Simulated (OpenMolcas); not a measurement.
Fe2+ (d6) on a cation site of an ionic host was computed by CASSCF with the d shell active (OpenMolcas, ANO-RCC-VTZP on the metal). Its lowest spin-free states, and all those of the highest spin:

| 2S+1 | Degeneracy | E (cm-1) |
| --- | --- | --- |
| 5 | 2 | 0.0 |
| 5 | 3 | 3818 |
| 3 | 3 | 21000 |
| 3 | 2 | 22689 |
| 3 | 3 | 24339 |
| 3 | 3 | 24343 |
| 3 | 1 | 26303 |
| 3 | 3 | 26726 |
| 3 | 3 | 27988 |
| 3 | 1 | 28124 |
| 3 | 2 | 29789 |
| 3 | 3 | 29944 |

**Question.** Is the site octahedral, tetrahedral or cube-like, axial, or of lower symmetry?

**Answer.** The states with 2S+1 = 5 have orbital degeneracies 2, 3. Threefold states need a cubic site. For d6 at this spin an octahedron puts the threefold T2 below the twofold E and a tetrahedron or cube puts the twofold E below the threefold T2, so the site is a tetrahedron or a cube, which this pattern cannot tell apart. The first gap at this spin, 3820 cm-1, is |10Dq| in ligand-field theory. The run had Fe2+ with its 8 nearest fluoride ions at 2.277 Å, on the Ca site of CaF2 (a = 5.46294 Å, distance in the model lattice 2.366 Å). The rest of the host is ab initio model potentials to 7.6 Å and point charges beyond; the distance is set by hand and nothing relaxes. Ligand basis ANO-RCC-VDZP.

An orbital doublet at a regular site is open to a Jahn-Teller distortion, which this geometry leaves out. Without dynamic correlation the repulsion within the d shell is too large (B by tens of per cent), so at a given field states of lower spin stand too high. Ligand-to-metal charge-transfer states are missing. With no ligand orbital active B as a rule stays too high, so bands that hang on it stand too high and its fall with covalency is understated. With metal d orbitals alone and no dynamic correlation 10Dq can be off by a tenth to a fifth, either way, in oxide and fluoride hosts. No measured value stands beside these numbers; the geometry was set by hand and not optimised.
